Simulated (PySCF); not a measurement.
## Computed NMR parameters against published values

Mapped SMILES: `[F:1][C:2]([F:3])([F:4])[C:5]([F:6])([F:7])[F:8]`.

PySCF calculation with GFN2-xTB geometry and GIAO PBE0/pcSseg-1 shieldings; isolated molecule, rapidly exchanging positions averaged, one computed conformer, relativity neglected.

Reference values: measured (gas, 300 K; M. E. Harding, PhD thesis, Mainz 2008 (Harding, Lenhart, Auer, Gauss, JCP 2008, 128, 244111)).
```tsv
atoms	quantity	reference	computed
F1/F3/F4/F6/F7/F8	σ $^{19}$F	282.6	271.2
```

Reference values: measured (G. Saielli, R. Bini, A. Bagno, Computational 19F NMR. 2. Organic compounds, RSC Adv. 2014, ESI (exp. from Berger-Braun-Kalinowski 1994 and Everett 1995)).
```csv
atoms,quantity,reference,computed,"computed, scaled"
F1/F3/F4/F6/F7/F8,δ $^{19}$F vs CFCl3,-89.1,-100.2,-84.0
```

Reference values: CCSD(T)/13s9p4d3f + vibration and temperature (MP2) (gas, 300 K; M. E. Harding, PhD thesis, Mainz 2008 (Harding, Lenhart, Auer, Gauss, JCP 2008, 128, 244111)).
```csv
atoms,quantity,reference,computed
F1/F3/F4/F6/F7/F8,σ $^{19}$F,284.6,271.2
```

Reference values: CCSD(T)/13s9p4d3f (gas (isolated, no vibration); M. E. Harding, PhD thesis, Mainz 2008 (Harding, Lenhart, Auer, Gauss, JCP 2008, 128, 244111)).
```
            atoms    quantity  reference  computed
F1/F3/F4/F6/F7/F8  σ $^{19}$F      293.4     271.2
```

Absolute shieldings are compared as such; zero-point and thermal motion, absent here, lowers them by some tenths of a ppm for H, a few ppm for C and up to about 10 ppm for F.

Computed shifts are σ(ref) − σ with the named reference compound (TMS for H and C) calculated as an isolated molecule at the same level. The measured values may be among those fitted. Shieldings were converted by a linear fit to measured shifts: $^{19}$F (scatter 6.0 ppm rms, 7.0 ppm with the 5 outliers that the fit left out vs CFCl3, solution or neat liquid, with a term for F on sp3 carbon). A few per cent of atoms miss by over 2 rms, more outside the fitted compound classes.

Q: How far are the unscaled $^{19}$F shieldings from the references?

A: Mean signed difference -15.67 ppm, mean absolute 15.67 ppm over 3 comparisons; the largest is -22.2 ppm at F1/F3/F4/F6/F7/F8 (fluorine of a CF3 group).

4 of the 7 published NMR values on file for this molecule are compared. The rest: other calculations.
